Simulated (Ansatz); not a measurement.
`O[SiH2][SiH2][SeH]` + NH₃ → `N[SiH2][SiH2][SeH]` + H₂O  (ligand exchange at the Si–O bond)

Program: Ansatz. Geometries: PBE0-D4/def2-TZVP. ΔE: electronic, gas phase. CCSD(T)/CBS adds triple-zeta CCSD(T) − MP2 to the extrapolated MP2 energy (def2 sets, frozen cores). This one scheme is used for every species. DFT in def2-TZVPP. For Se outer-core shells are correlated without core-valence functions, which leaves a few kJ/mol of doubt a bond. Scalar relativity is left out up to krypton. One conformer a species, not always the lowest.

`O[SiH2][SiH2][SeH]`:

Cartesian coordinates in Å:
```
O -1.825 -0.595 0.741
Si -0.224 -0.658 1.130
Si 0.965 -0.148 -0.825
Se -0.273 1.530 -1.803
H -2.048 0.046 0.058
H 0.050 -2.013 1.668
H 0.140 0.349 2.169
H 2.377 0.276 -0.630
H 0.916 -1.233 -1.839
H -0.079 2.447 -0.670
```

NH₃:

```xyz
4

N     0.190   -0.018   -0.208
H     0.292    0.839    0.321
H    -0.758   -0.037   -0.562
H     0.277   -0.784    0.449
```

`N[SiH2][SiH2][SeH]`:

Z-matrix (Å, degrees):
```
Si
Si 1 2.337
N 1 1.718 2 105.1
H 1 1.489 2 112.9 3 -118.6
H 1 1.498 2 107.3 3 124.3
Se 2 2.299 1 106.9 3 -47.8
H 2 1.486 1 112.9 3 65.1
H 2 1.488 1 113.6 3 -170.3
H 3 1.007 1 121.2 2 -173.8
H 3 1.009 1 118.4 2 41.4
H 6 1.470 2 93.2 1 -58.0
```

H₂O:

Z-matrix (Å, degrees):
```
O
H 1 0.960
H 1 0.960 2 105.1
```

| level | ΔE (kJ/mol) | difference from CCSD(T)/CBS |
| --- | --- | --- |
| PBE-D4 | 39.9 | 1.5 |
| r2SCAN-D4 | 43.6 | 5.2 |
| PBE0-D4 | 38.1 | -0.3 |
| ωB97M-V | 40.8 | 2.4 |
| PBE | 41.9 | 3.5 |
| PBE0 | 39.9 | 1.5 |
| MP2/def2-TZVPP | 39.3 | 0.9 |
| CCSD(T)/def2-TZVPP | 40.4 | 2.0 |
| HF/def2-QZVPP | 44.5 | 6.1 |
| MP2/CBS(def2) | 37.4 | -1.0 |
| CCSD(T)/CBS | 38.4 | 0 |

Largest T1 diagnostic among the species: 0.011.

In def2-TZVPP, CCSD(T) changes the Hartree–Fock value by −4.2 kJ/mol (the triples alone add +0.1 kJ/mol) and MP2 by −5.2 kJ/mol. The D4 term adds −3.0 kJ/mol with B3LYP and −1.8 kJ/mol with PBE0; it sums over pairs of atoms, weighted by their polarisabilities, and B3LYP, whose exchange is more repulsive, gets the larger term.

B3LYP here is the variant with VWN-RPA as its local correlation; programs differ in this.
